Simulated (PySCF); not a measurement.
Isomers of C3H4S. Isolated molecules, 0 K electronic values unless said otherwise. One relaxed conformer stands for each flexible species; it need not be the lowest. Strings in code marks are SMILES.

Computed with PBE-D3(BJ)/def2-TZVP // PBE0-D3(BJ)/def2-TZVP (PySCF). Excitations are Tamm–Dancoff values on a coarser integration grid. The basis has no diffuse functions, so Rydberg states are missing or too high.

```tsv
species	S1 excitation (TDA) (eV)	HOMO (eV)
`CC#CS`	4.51	-5.35
`C1(C=C1)S` (H–S–C–C torsion 152°)	4.02	-5.40
`C#CSC`	4.32	-5.39
`S=C1CC1`	2.19	-5.02
`SC=C=C`	4.16	-5.33
`C=CC=S` (C–C–C–S torsion 180°)	1.92	-5.27
`SC1=CC1` (H–S–C–C torsion 180°)	4.72	-5.36
`C(C#C)S`	5.07	-5.80
```
